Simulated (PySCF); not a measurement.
Compound: Cu(PH3)Br (singlet state).
Geometry (PBE0-D3(BJ)/def2-SVP, Å), atoms numbered from 1 in this order:
```
atom  x, y, z in Å
Cu1   -0.0007    0.0146   -1.4307
P2    -0.0014   -0.0016    0.7511
H3     1.2321   -0.1098    1.4437
H4    -0.7047   -1.0264    1.4353
H5    -0.5302    1.1090    1.4580
Br6    0.0049    0.0142   -3.6574
```

Level of theory: TDDFT CAM-B3LYP/def2-SVPD, vertical, gas phase, core orbitals frozen in the response (PySCF 2.14.0, density-fitted response routines). The CAM-B3LYP/def2-SVPD calculation is non-relativistic and has no spin–orbit coupling, an omission that weighs most on bromine.

Kohn–Sham orbitals with the atoms that hold most of them (Löwdin shares over 4%, at most four atoms):

```tsv
orbital	ε (eV)	atoms
LUMO+2	-0.02	Cu1 46%, P2 18%, H5 10%, H3 9%
LUMO+1	-0.07	P2 42%, Cu1 30%, H4 10%, H3 9%
LUMO	-0.07	P2 42%, Cu1 30%, H5 10%, H3 6%
HOMO	-8.09	Br6 86%, Cu1 13%
HOMO-1	-8.09	Br6 86%, Cu1 13%
HOMO-2	-8.91	Br6 53%, Cu1 44%
HOMO-3	-10.12	Cu1 50%, Br6 27%, P2 16%
```

Within 0.005 eV of a neighbour in this list lie HOMO-1/HOMO and LUMO/LUMO+1 (point group found: C3v); within a degenerate set the shares of single atoms can hang on how the components are chosen.

Problem. The HOMO–LUMO gap is 8.02 eV. Where does the response calculation put the lowest singlet, and from which orbitals?

Solution. S1 is at 5.09 eV (f = 0.0000), 2.92 eV below the gap, made of HOMO-1/HOMO→LUMO/LUMO+1 (≥86%). 

For S1 the Löwdin share of copper is 13% in HOMO and 30% in LUMO.

Next come S2 at 5.14 eV (f 0.0001), HOMO-1/HOMO→LUMO/LUMO+1 (≥86%); S3 at 5.14 eV (f 0.0000), HOMO-1/HOMO→LUMO/LUMO+1 (≥86%); S4 at 5.37 eV (f 0.0022), HOMO-1/HOMO→LUMO+2 (≥60%), HOMO-2→LUMO/LUMO+1 (≥18%), HOMO-1/HOMO→LUMO+3 (≥8%); S5 at 5.37 eV (f 0.0024), HOMO-1/HOMO→LUMO+2 (≥61%), HOMO-2→LUMO/LUMO+1 (≥18%), HOMO-1/HOMO→LUMO+3 (≥8%).

Orbitals of the list HOMO-3 to LUMO+2 that lie within 0.01 eV of each other are written together with a slash and their weights summed (≥ marks a lower bound); for degenerate orbitals outside that list single weights are arbitrary.
